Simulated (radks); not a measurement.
The numbers below are computed, except where a source is named.
Valence configurations of the terbium ion Tb2+ (all share [Xe]). Code: a radial shooting solver on a logarithmic mesh with Libxc functionals. Model: Dirac Kohn-Sham, LDA (Slater exchange, Perdew-Wang correlation), spin-unpolarised, spherical densities, point nucleus; open shells fill j = l - 1/2 first. Energies are relative to 4f9; eigenvalues in eV.

valence          E (eV)  e(4f5/2)  e(4f7/2)  e(5d3/2)  e(6p1/2)  e(6s1/2)
4f9               0.000   -17.414   -16.626         -         -         -
4f8.5 6p0.5       3.840   -22.108   -21.289         -   -11.920         -
4f8 5d1           4.745   -23.399   -22.553   -15.572         -         -
4f8 6s1           5.218   -26.129   -25.280         -         -   -16.697
4f8 6p1           9.493   -27.161   -26.311         -   -12.983         -
4f7.5 6s1 6p0.5  12.715   -31.534   -30.654         -   -13.445   -17.949
4f7 5d2          14.270   -30.259   -29.353   -17.147         -         -
4f7 6s2          17.754   -36.232   -35.321         -         -   -18.594
4f7 6p2          27.278   -38.197   -37.284         -   -14.809         -
4f6 5d1 6s2      34.895   -44.103         -   -22.896         -   -19.218

NIST lists [Xe] 4f9 as the ground configuration; this level of theory agrees among the configurations tried. The energies are those of spherical spin-averaged densities, not of single terms.
